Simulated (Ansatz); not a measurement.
Cl$_{2}$Pb (SMILES [Cl][Pb][Cl]), singlet, geometry from GFN2-xTB (such geometries of metal compounds can be far from the true shape) (core potentials on Pb); WB97X/def2-SVPD (Ansatz, a quantum-chemistry and plane-wave program).

Input for Ansatz:
Ansatz 0.2 input:
```yaml
crystal:
  periodic: [false, false, false]
  atoms:
    - {symbol: Pb, position_ang: [0.00765115, -0.01117216, 0.46344358]}
    - {symbol: Cl, position_ang: [1.26191218, 1.44651416, -1.10463352]}
    - {symbol: Cl, position_ang: [-1.29881774, -1.39262489, -1.13080023]}
basis:
  gaussian:
    orbitals: def2-SVPD
hamiltonian:
  xc: {name: wB97X}
accuracy: high
```

Problem. What does Ansatz print? Leave out banner, timings and long lists.

Solution. 
```
Functional definition: wB97X
1673 factors; integrals over basis functions are off by at most 3.0e-9 eV
497 factors; integrals over basis functions are off by at most 1.7e-9 eV
mean field evaluation 1: about -30288.0552 eV, gradient 2.5e1 eV
mean field evaluation 2: about -30288.8511 eV, gradient 2.3e1 eV
mean field evaluation 4: about -30290.2215 eV, gradient 2.5e-1 eV
mean field evaluation 8: about -30290.2272 eV, gradient 1.1e-2 eV
mean field evaluation 16: about -30290.2272 eV, gradient 1.0e-5 eV
mean field -30290.22715987 eV, -1113.1453166720 hartree, gradient 4.5e-8 eV, S^2 0.000000; 0 other end points of the search recorded, 0 dependent functions left out
reference -30290.22715708 eV, -1113.1453165693 hartree; 28, 28 occupied and 58, 58 virtual orbitals, 1673 factors
Total energy: -30290.22715708 eV, -1113.1453165693 hartree
```
